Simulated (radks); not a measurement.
Numerical settings for neutral argon, [Ar]. Calculated with a radial shooting solver on a logarithmic mesh with Libxc functionals: scalar-relativistic Kohn-Sham, r2SCAN, spin-polarised, spherical densities, finite nucleus; meta-GGA in the generalised Kohn-Sham scheme; Fermi nuclear charge, rms radius 3.4274 fm. The defaults (mesh step 0.008 in ln r, mesh end at 40 bohr or more with all orbitals vanishing there, Anderson mixing 0.5 over 9 steps, residual threshold near 1e-9 with the energy settled to 1e-9 hartree or 1e-11 of itself, here a cap of 55 iterations) give E = -529.409 hartree and 3p at -10.711 eV in 12 iterations. Run on one thread of a shared host, so times are rough (Arm Neoverse V2): 0.1 s of CPU time, 0.1 s wall, 12 iterations on 2309 mesh points. Changes against that run (0 stands for a change within the tolerance of the run):

| setting | iterations | converged | E (mhartree) | e(3p) (meV) | CPU (s) |
|---|---|---|---|---|---|
| mesh step in ln r 0.2 | 55 | no | -2.9e+06 | - | 0.13 |
| mesh step in ln r 0.05 | 10 | yes | +0.047 | 0 | 0.02 |
| mesh step in ln r 0.03 | 10 | yes | 0 | -0.00452 | 0.03 |
| mesh end (bohr) 1 | 11 | level above zero | +9.34e+04 | +4.12e+05 | 0.07 |
| mesh end (bohr) 20 | 12 | yes | 0 | 0 | 0.09 |
| residual threshold 0.01 | 9 | yes | 0 | +0.386 | 0.08 |
| residual threshold 0.001 | 9 | yes | 0 | +0.386 | 0.08 |
| mixing 0.01 | 18 | yes | 0 | +0.00431 | 0.14 |
| linear mixing, mixing 0.8 | 55 | no | +424 | +3.1e+03 | 0.4 |
| linear mixing, mixing 0.2 | 55 | no | 0 | -0.00961 | 0.37 |
| mixing history 20 | 12 | yes | 0 | 0 | 0.1 |
| iteration cap 5 | 5 | no | +0.00304 | +30.5 | 0.05 |

Settled on a wrong energy, with an occupied level pushed above zero by the early mesh end: mesh end (bohr) 1 (+93.4 hartree). Apart from these: no run marked as converged misses the energy by more than 1 mhartree. A mesh that ends early acts as a hard wall.
